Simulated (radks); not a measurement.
These are the eigenvalues of the occupied orbitals of an atom or ion with whole-number occupations (hartree). Calculated with a radial shooting solver on a logarithmic mesh with Libxc functionals: Dirac Kohn-Sham, PBE, spin-unpolarised, spherical densities, finite nucleus; Fermi nuclear charge, rms radius of each element as measured or else 0.836 A^(1/3) + 0.57 fm.

orbital  eigenvalue
1s1/2     -2320.478
2s1/2     -394.7675
2p1/2     -376.8482
2p3/2     -335.7817
3s1/2     -89.45533
3p1/2     -81.51505
3p3/2     -72.75578
3d3/2     -59.25786
3d5/2     -57.34546
4s1/2     -17.80234
4p1/2     -14.56678
4p3/2     -12.57402
4d3/2      -7.25041
4d5/2      -6.88659
5s1/2      -2.23231
5p1/2      -1.33914
5p3/2      -1.08672
4f5/2      -0.37820
4f7/2      -0.32226
6s1/2      -0.16934
5d3/2      -0.06861

Which element is it, and in what charge state? The configuration may be excited.

Answer. Z = 71, lutetium, charge 0: Lu in [Xe] 4f14 5d(3/2: 1, 5/2: 0) 6s2. The list shows which subshells hold electrons but not how many an open one holds; the 1s level, -2320.5 hartree, gives Z - s = 68.1 by -(Z - s)^2/2, which with screening and relativity narrows Z to a few neighbours, and the depths of the outer levels then fix element, charge and occupations together.
